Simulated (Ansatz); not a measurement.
The cluster Sn4O4 (the lowest singlet isomer of a short search) was relaxed with PBE-D4 (def2-SVP, def2-SVPD) in Ansatz in these states: charge -1 doublet, neutral singlet. The geometries follow in no particular order.

In the def2 sets Sn takes a core potential; there is no spin–orbit coupling.

A:

```xyz
8

Sn    1.6745   -0.0411    1.1281
Sn    0.1174   -1.4199   -1.4311
Sn   -1.6081   -0.3539    1.1691
Sn   -0.1838    1.8150   -0.8660
O     0.1580   -1.5598    0.7442
O    -1.4390    0.0354   -0.9695
O     1.3820    0.3041   -1.0047
O    -0.1009    1.2202    1.2299
```

B:

Cartesian coordinates in Å:
```
Sn -0.527 -1.451 1.306
Sn 1.778 -0.336 -0.902
Sn -1.566 -0.008 -1.279
Sn 0.315 1.795 0.875
O -0.064 -1.544 -0.836
O 0.266 1.216 -1.240
O 1.255 -0.157 1.220
O -1.456 0.485 0.856
```

Question: Judge from the bond lengths which geometry belongs to which state (an estimate).

Answer: A is the neutral singlet (Sn2–Sn4 3.298 Å, Sn1–Sn3 3.298 Å, Sn1–Sn2 3.298 Å); B is the charge -1 doublet (Sn2–Sn4 3.137 Å, Sn1–Sn3 3.137 Å, Sn1–Sn2 3.382 Å).

At PBE-D4/def2-SVPD the highest occupied level of the relaxed charge -1 doublet lies above zero (up to 0.83 eV). By energy differences its removal costs 0.41 eV (each at its own geometry, to the charge 0 singlet, at PBE0-D4/def2-SVP). These are the stationary points nearest to one start from a short search; other shapes may lie lower in each state.
